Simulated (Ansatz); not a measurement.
Consider the redistribution: `[Cl][GeH2][SeH]` + `C[S][GeH]([CH3])[Cl]` → `[CH3][GeH]([Cl])[SeH]` + `C[S][GeH2][Cl]`.

Program: Ansatz. Geometries: PBE0-D4/def2-TZVP. ΔE: electronic, gas phase. CBS: MP2 limit from def2 TZ/QZ plus the TZ coupled-cluster correction, frozen cores. Functionals use def2-TZVPP. B3LYP here is the variant with VWN-RPA as its local correlation; programs differ in this. HSE06 is defined as in plane-wave codes. For Ge, Se outer-core shells are correlated without core-valence functions, which leaves a few kJ/mol of doubt a bond. Scalar relativity is left out up to krypton. One conformer a species, not always the lowest.

| level | ΔE (kJ/mol) | difference from CCSD(T)/CBS |
| --- | --- | --- |
| LDA (SPW92) | -18.4 | -3.3 |
| revPBE-D4 | -15.7 | -0.6 |
| BLYP-D4 | -16.1 | -1.0 |
| r2SCAN-D4 | -16.5 | -1.4 |
| B97M-V | -14.7 | 0.4 |
| PBE0-D4 | -15.3 | -0.2 |
| B3LYP-D4 | -15.3 | -0.2 |
| r2SCANh-D4 | -16.1 | -1.0 |
| r2SCAN0-D4 | -15.6 | -0.5 |
| HSE06-D4 | -15.4 | -0.3 |
| CAM-B3LYP-D4 | -14.7 | 0.4 |
| ωB97X-V | -14.3 | 0.8 |
| ωB97M-V | -14.7 | 0.4 |
| B2PLYP | -14.9 | 0.2 |
| PBE-QIDH | -14.8 | 0.3 |
| PBE | -16.2 | -1.1 |
| revPBE | -15.3 | -0.2 |
| BLYP | -15.5 | -0.4 |
| r2SCAN | -16.6 | -1.5 |
| PBE0 | -15.1 | 0.0 |
| B3LYP | -14.8 | 0.3 |
| r2SCANh | -16.2 | -1.1 |
| r2SCAN0 | -15.6 | -0.5 |
| HSE06 | -15.1 | 0.0 |
| BHLYP | -13.9 | 1.2 |
| CAM-B3LYP | -14.4 | 0.7 |
| RPA@PBE/def2-TZVPP | -12.8 | 2.3 |
| HF/def2-SVP | -14.9 | 0.2 |
| CCSD/def2-SVP | -16.2 | -1.1 |
| CCSD(T)/def2-SVP | -16.8 | -1.7 |
| HF/def2-TZVPP | -12.1 | 3.0 |
| MP2/def2-TZVPP | -15.2 | -0.1 |
| SCS-MP2/def2-TZVPP | -14.1 | 1.0 |
| CCSD/def2-TZVPP | -13.6 | 1.5 |
| HF/def2-QZVPP | -11.8 | 3.3 |
| MP2/def2-QZVPP | -15.5 | -0.4 |
| SCS-MP2/def2-QZVPP | -14.4 | 0.7 |
| HF/CBS(def2) | -11.8 | 3.3 |
| MP2/CBS(def2) | -16.0 | -0.9 |
| CCSD/CBS(def2) | -14.4 | 0.7 |
| CCSD(T)/CBS | -15.1 | 0 |

Largest T1 diagnostic among the species: 0.010.

Leaving LDA and LC-ωPBE aside and taking each functional with its dispersion term where it has one, the values, not all of them listed here, spread over 2.3 kJ/mol, from r2SCAN-D4 to BHLYP-D4.
